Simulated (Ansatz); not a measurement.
`[CH3][Al]([F])[O][GeH3]` + CH₃NH₂ → `C[NH][GeH3]` + `[CH3][Al]([OH])[F]`  (ligand exchange at a Ge–O bond)

Gas-phase electronic energies from Ansatz, PBE0-D4/def2-TZVP geometries. CBS: MP2 limit from def2 TZ/QZ plus the TZ coupled-cluster correction, frozen cores. Functionals use def2-TZVPP. B3LYP here is the variant with VWN-RPA as its local correlation; programs differ in this. For Ge outer-core shells are correlated without core-valence functions, which leaves a few kJ/mol of doubt a bond. Scalar relativity is left out up to krypton. Each species was taken in one conformer, which may not be the lowest.

```json
{"level": "PBE-D4", "ΔE (kJ/mol)": "31.7", "difference from CCSD(T)/CBS": "-3.5"}
{"level": "B3LYP-D4", "ΔE (kJ/mol)": "38.7", "difference from CCSD(T)/CBS": "3.5"}
{"level": "PBE", "ΔE (kJ/mol)": "32.8", "difference from CCSD(T)/CBS": "-2.4"}
{"level": "PBE0", "ΔE (kJ/mol)": "35.5", "difference from CCSD(T)/CBS": "0.3"}
{"level": "B3LYP", "ΔE (kJ/mol)": "40.5", "difference from CCSD(T)/CBS": "5.3"}
{"level": "MP2/def2-TZVPP", "ΔE (kJ/mol)": "36.1", "difference from CCSD(T)/CBS": "0.9"}
{"level": "HF/def2-QZVPP", "ΔE (kJ/mol)": "54.2", "difference from CCSD(T)/CBS": "19.0"}
{"level": "SCS-MP2/def2-QZVPP", "ΔE (kJ/mol)": "39.4", "difference from CCSD(T)/CBS": "4.2"}
{"level": "HF/CBS(def2)", "ΔE (kJ/mol)": "54.4", "difference from CCSD(T)/CBS": "19.2"}
{"level": "CCSD/CBS(def2)", "ΔE (kJ/mol)": "36.8", "difference from CCSD(T)/CBS": "1.6"}
{"level": "CCSD(T)/CBS", "ΔE (kJ/mol)": "35.2", "difference from CCSD(T)/CBS": "0"}
```

Largest T1 diagnostic among the species: 0.012.

In def2-TZVPP, CCSD(T) changes the Hartree–Fock value by −14.7 kJ/mol (the triples alone add −1.5 kJ/mol) and MP2 by −16.9 kJ/mol.
